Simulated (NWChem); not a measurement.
System: BiCl$_{3}$; SMILES [Cl][Bi]([Cl])[Cl]

Excerpt of the output:

```
             Northwest Computational Chemistry Package (NWChem) 7.3.0
             --------------------------------------------------------

 C3  symmetry detected

                             Geometry "geometry" -> ""
                             -------------------------

 Output coordinates in angstroms (scale by  1.889725989 to convert to a.u.)

  No.       Tag          Charge          X              Y              Z
 ---- ---------------- ---------- -------------- -------------- --------------
    1 Bi                  83.0000    -0.00000000     0.00000000     0.44682927
    2 Cl                  17.0000    -0.84554737     1.98808248    -0.72719273
    3 Cl                  17.0000     2.14450362    -0.26177574    -0.72719273
    4 Cl                  17.0000    -1.29895625    -1.72630674    -0.72719273

 Effective nuclear repulsion energy (a.u.)    1033.6211550631

      Symmetry information
      --------------------

 Group name             C3
 Group number              5
 Group order               3
 No. of unique centers     2

                                 NWChem DFT Module
                                 -----------------

 Summary of "ao basis" -> "ao basis" (spherical)
 ------------------------------------------------------------------------------
       Tag                 Description            Shells   Functions and Types
 ---------------- ------------------------------  ------  ---------------------
 Bi                         def2-svp                10       26   4s4p2d
 Cl                         def2-svp                 8       18   4s3p1d

      Symmetry analysis of basis
      --------------------------

        a          28
        e+         26
        e-         26

  Rotation of axis
  itol2e modified to match energy
  convergence criterion.
  tol_rho modified to match energy
  convergence criterion.

            General Information
            -------------------
          SCF calculation type: DFT
          Wavefunction type:  closed shell.
          No. of atoms     :     4
          No. of electrons :    74
           Alpha electrons :    37
            Beta electrons :    37
          Charge           :     0
          Spin multiplicity:     1
          Use of symmetry is: on ; symmetry adaption is: on
          Maximum number of iterations: 150
          AO basis - number of functions:    80
                     number of shells:    34
          Convergence on energy requested:  1.00D-09
          Convergence on density requested:  1.00D-08
          Convergence on gradient requested:  1.00D-07

              XC Information
              --------------
                    Becke 1988 Exchange Functional  1.000
              Lee-Yang-Parr Correlation Functional  1.000

             Grid Information
             ----------------
          Grid used for XC integration:  medium
          Radial quadrature: Mura-Knowles
          Angular quadrature: Lebedev.
          Tag              B.-S. Rad. Rad. Pts. Rad. Cut. Ang. Pts.
          ---              ---------- --------- --------- ---------
          Bi                  1.60      123           8.0       590
          Cl                  1.00       88          10.0       590
          Grid pruning is: on
          Number of quadrature shells:   211
          Spatial weights used:  Erf1

      Superposition of Atomic Density Guess
      -------------------------------------

 Sum of atomic energies:       -1623.38957022

      Non-variational initial energy
      ------------------------------

 Total energy =   -1591.663373
 1-e energy   =   -3026.940483
 2-e energy   =    1060.219217
 HOMO         =      -0.336699
 LUMO         =      -0.005637

      Symmetry analysis of molecular orbitals - initial
      -------------------------------------------------

  Numbering of irreducible representations:

     1 a           2 e+          3 e-

  Orbital symmetries:

     1 a           2 e+          3 e+          4 a           5 e+
     6 e+          7 a           8 e+          9 e+         10 a
    11 e+         12 e+         13 e+         14 e+         15 a
    16 a          17 e+         18 e+         19 a          20 e+
    21 e+         22 a          23 e+         24 e+         25 a
    26 e+         27 e+         28 a          29 e+         30 e+
    31 a          32 e+         33 e+         34 e+         35 e+
    36 a          37 a          38 a          39 e+         40 e+
    41 a          42 e+         43 e+         44 a          45 e+
    46 e+         47 a

   convergence    iter        energy       DeltaE   RMS-Dens  Diis-err
 ---------------- ----- ----------------- --------- --------- ---------
 d= 0,ls=0.0,diis     1  -1594.7471448767 -1.97D+03  3.78D-02  9.15D-01
 d= 0,ls=0.0,diis     2  -1594.2120069737  5.35D-01  2.56D-02  3.83D+00
 d= 0,ls=0.0,diis     3  -1594.8718068534 -6.60D-01  3.78D-03  4.97D-02
 d= 0,ls=0.0,diis     4  -1594.8788371267 -7.03D-03  1.29D-03  8.94D-03
 d= 0,ls=0.0,diis     5  -1594.8800567320 -1.22D-03  1.38D-04  1.07D-04
 d= 0,ls=0.0,diis     6  -1594.8800687975 -1.21D-05  5.08D-05  1.44D-05
 d= 0,ls=0.0,diis     7  -1594.8800714405 -2.64D-06  8.08D-06  4.05D-07
 d= 0,ls=0.0,diis     8  -1594.8800715174 -7.69D-08  9.33D-07  5.16D-09
 d= 0,ls=0.0,diis     9  -1594.8800715181 -7.01D-10  1.16D-07  1.10D-10
 d= 0,ls=0.0,diis    10  -1594.8800715181 -1.14D-11  1.92D-08  1.13D-12
 d= 0,ls=0.0,diis    11  -1594.8800715182 -5.23D-12  2.68D-09  1.48D-14

         Total DFT energy =    -1594.880071518151
      One electron energy =    -3027.790910956146
           Coulomb energy =     1159.790307821911
    Exchange-Corr. energy =     -101.937361673471
 Nuclear repulsion energy =      375.057893289556

 Numeric. integr. density =       74.000000061045

                  Occupations of the irreducible representations
                  ----------------------------------------------

                     irrep           alpha         beta
                     --------     --------     --------
                     a                13.0         13.0
                     e+               24.0         24.0
                     e-                0.0          0.0

                       DFT Final Molecular Orbital Analysis
                       ------------------------------------

 Vector   35  Occ=2.000000D+00  E=-2.654212D-01  Symmetry=e+
              MO Center=  2.6D-01, -7.5D-01, -6.8D-01, r^2= 5.2D+00
   Bfn.  Coefficient  Atom+Function         Bfn.  Coefficient  Atom+Function
  ----- ------------  ---------------      ----- ------------  ---------------
    55      0.319923  3 Cl px                75     -0.301124  4 Cl pz
    57      0.289533  3 Cl pz                73      0.261889  4 Cl px
    52      0.232440  3 Cl px                72     -0.227875  4 Cl pz
    54      0.219104  3 Cl pz                74      0.207307  4 Cl py
    70      0.194249  4 Cl px                37      0.160608  2 Cl px

 Vector   36  Occ=2.000000D+00  E=-2.607518D-01  Symmetry=a
              MO Center= -1.4D-11,  4.8D-11, -7.2D-01, r^2= 5.8D+00
   Bfn.  Coefficient  Atom+Function         Bfn.  Coefficient  Atom+Function
  ----- ------------  ---------------      ----- ------------  ---------------
    56     -0.380152  3 Cl py                37      0.352419  2 Cl px
    73     -0.306023  4 Cl px                53     -0.281287  3 Cl py
    34      0.260768  2 Cl px                74      0.230257  4 Cl py
    70     -0.226436  4 Cl px                71      0.170376  4 Cl py
    50     -0.163836  3 Cl py                31      0.151884  2 Cl px

 Vector   37  Occ=2.000000D+00  E=-2.595135D-01  Symmetry=a
              MO Center= -2.1D-13,  1.9D-14, -5.4D-01, r^2= 5.7D+00
   Bfn.  Coefficient  Atom+Function         Bfn.  Coefficient  Atom+Function
  ----- ------------  ---------------      ----- ------------  ---------------
    39      0.365878  2 Cl pz                57      0.365878  3 Cl pz
    75      0.365878  4 Cl pz                36      0.264066  2 Cl pz
    54      0.264066  3 Cl pz                72      0.264066  4 Cl pz
     3     -0.261965  1 Bi s                  4     -0.206070  1 Bi s
    13     -0.182651  1 Bi pz                 1      0.180328  1 Bi s

 Vector   38  Occ=0.000000D+00  E=-1.022085D-01  Symmetry=a
              MO Center=  1.8D-15, -7.4D-15,  1.3D-01, r^2= 4.5D+00
   Bfn.  Coefficient  Atom+Function         Bfn.  Coefficient  Atom+Function
  ----- ------------  ---------------      ----- ------------  ---------------
     3      0.605439  1 Bi s                 16     -0.561691  1 Bi pz
    13     -0.549703  1 Bi pz                55      0.326561  3 Cl px
    38      0.302741  2 Cl py                74     -0.262878  4 Cl py
     1     -0.259650  1 Bi s                  7      0.245018  1 Bi pz
    73     -0.197802  4 Cl px                52      0.189459  3 Cl px

[...]

                         DFT ENERGY GRADIENTS

    atom               coordinates                        gradient
                 x          y          z           x          y          z
   1 Bi     -0.000000   0.000000   0.844385    0.000000   0.000000  -0.015752
   2 Cl     -1.597853   3.756931  -1.374195    0.004774  -0.011224   0.005251
   3 Cl      4.052524  -0.494684  -1.374195   -0.012107   0.001478   0.005251
   4 Cl     -2.454671  -3.262247  -1.374195    0.007333   0.009746   0.005251
```

Level: BLYP/def2-SVP with def2 effective core potentials on Bi. The geometry was optimised at PBE0/def2-SVP. def2 effective core potentials on Bi; no spin-orbit coupling.

Problem. Which NWChem input produces such a log?

Solution. Several could match; the one computed here: the input that was run:
```
start job
memory heap 200 mb stack 900 mb global 1100 mb
geometry units angstroms noautoz
  Bi     0.000000     0.000000     0.392441
  Cl    -2.082762    -0.574043    -0.781581
  Cl     0.544245     2.090746    -0.781581
  Cl     1.538517    -1.516703    -0.781581
end
basis spherical
  Bi library def2-svp
  Cl library def2-svp
end
ecp
  Bi library def2-ecp
end
dft
  xc becke88 lyp
  iterations 150
  convergence energy 1d-9 density 1d-8 gradient 1d-7
  tolerances tight
end
task dft gradient
```
